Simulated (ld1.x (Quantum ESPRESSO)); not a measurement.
**Which change was made? (Sc, RRKJ)**

ld1.x (Quantum ESPRESSO) 7.5 input, shortened:

```
&input
   title='Sc', zed=21., rel=2, dft='PW91', iswitch=3,
   config='[Ar] 3d1 4s1.75 4p0', rel_dist='average'
 /
 &inputp
   pseudotype=2, tm=.false., rho0=0.02, lloc=0,
   nlcc=.false.
 /
3
4P  2  1   0.00   0.00  3.70  3.70  0.0
3D  3  2   1.00   0.00  2.10  2.10  0.0
4S  1  0   1.75   0.00  2.30  2.30  0.0
 &test
   configts(1)='3d1 4s1.75 4p0'
 /
```

Open shells are filled in proportion to 2j + 1 (rel_dist='average').

Cutoffs, loose and tight: the cutoffs (Ry, on a coarse ladder) from which the occupation-weighted sum of valence levels, in a spherical-Bessel basis at the reference potential, stays within 10 and 1 mRy of its value at 400 Ry. They do not see the model core or the augmentation charge, which bear on the density cutoff. Test errors are all-electron minus pseudo excitation energies from the reference, over the configurations 3d1 4s2 4p0; 3d1 4s1 4p0; 3d1 4s0 4p0; 3d0 4s2 4p1; 3d1.5 4s1.5 4p0; 3d1 4s0 4p1; 3d2 4s0 4p0; variants that change the core or the reference have their own tests.

The base gives: outcome: generated; cutoff, loose: 35 Ry; cutoff, tight: 40 Ry; bound ghosts: none; largest test error (meV): +571.

**Question.** After one change the result is: outcome: generated; cutoff, loose: 18 Ry; cutoff, tight: 21 Ry; bound ghosts: none; largest test error (meV): +865. Which change was it?
A. all radii scaled by about 1.38 (s 3.18, p 5.10, d 2.90 bohr)
B. all radii scaled by about 1.09 (s 2.50, p 4.02, d 2.28 bohr)
C. all radii scaled by about 1.24 (s 2.84, p 4.58, d 2.60 bohr)
D. all radii scaled by about 0.78 (s 1.78, p 2.88, d 1.64 bohr)

**Answer.** A. The others give: all radii scaled by about 1.09 (s 2.50, p 4.02, d 2.28 bohr) → outcome: generated; cutoff, loose: 30 Ry; cutoff, tight: 35 Ry; bound ghosts: none; largest test error (meV): +656 | all radii scaled by about 0.78 (s 1.78, p 2.88, d 1.64 bohr) → outcome: generated, misses its reference levels by 0.51 eV; bound ghosts: not determined; largest test error (meV): +2131 | all radii scaled by about 1.24 (s 2.84, p 4.58, d 2.60 bohr) → outcome: generated; cutoff, loose: 21 Ry; cutoff, tight: 30 Ry; bound ghosts: none; largest test error (meV): +787.
